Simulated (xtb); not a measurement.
Species: C$_{3}$H$_{3}$O, SMILES `C=C[C]=O` (charge 0, multiplicity 2).

Q: Give a relaxed geometry from xtb 6.7.1 with GFN2-xTB.

A: Several could match; the one computed here: the end point of this relaxation, one of several conformers (outside a Z-matrix the atoms follow the SMILES, hydrogens last).
Cartesian coordinates (Å) in one orientation:
```xyz
7

C     -1.057    -0.219     0.112
C      0.159     0.413    -0.102
C      1.366    -0.140    -0.049
O      2.440    -0.596    -0.010
H     -1.106    -1.264     0.350
H     -1.970     0.336     0.041
H      0.168     1.470    -0.340
```
